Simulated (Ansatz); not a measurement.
Compare A (`OCC1C[SiH2]1`) with its isomer B (`C1C[SiH2]CO1`).

Program: Ansatz. Geometries: PBE0-D4/def2-TZVP. ΔE: electronic, gas phase. CCSD(T)/CBS is the MP2 limit (def2-TZVPP, def2-QZVPP) plus CCSD(T) − MP2 in def2-TZVPP, frozen cores. DFT in def2-TZVPP. Each species was taken in one conformer, which may not be the lowest.

Task: Which isomer does CCSD(T)/CBS put lower? Give the gap. (An estimate is asked.)

Result: The calculation gave: B, by 79.5 kJ/mol.

Task: Give E(B) − E(A) in kJ/mol with PBE-D4, HF/def2-TZVPP, CCSD/def2-TZVPP, PBE0-D4, CCSD(T)/def2-TZVPP, MP2/def2-TZVPP, r2SCAN-D4. (Estimate.)

Result: Computed: PBE-D4 -77.3, HF/def2-TZVPP -95.1, CCSD/def2-TZVPP -82.9, PBE0-D4 -81.4, CCSD(T)/def2-TZVPP -81.2, MP2/def2-TZVPP -75.8, r2SCAN-D4 -79.4. None reverses the order clearly.

Task: Does the order hold for the free energy at 298.15 K (harmonic terms from PBE0-D4)? (Best estimate.)

Result: Ansatz gave: Yes: G(B) − G(A) = -73.2 kJ/mol, for one conformer each.

Largest T1 diagnostic: 0.012.

Leaving LDA and LC-ωPBE aside and taking each functional with its dispersion term where it has one, the values, not all of them listed here, spread over 14.2 kJ/mol, from BHLYP-D4 to B97M-V. LDA lies −4.8 kJ/mol from PBE without D4. The D4 term adds −3.1 kJ/mol with B3LYP and −1.4 kJ/mol with PBE0; it sums over pairs of atoms, weighted by their polarisabilities, and B3LYP, whose exchange is more repulsive, gets the larger term.

B3LYP here is the variant with VWN-RPA as its local correlation; programs differ in this.
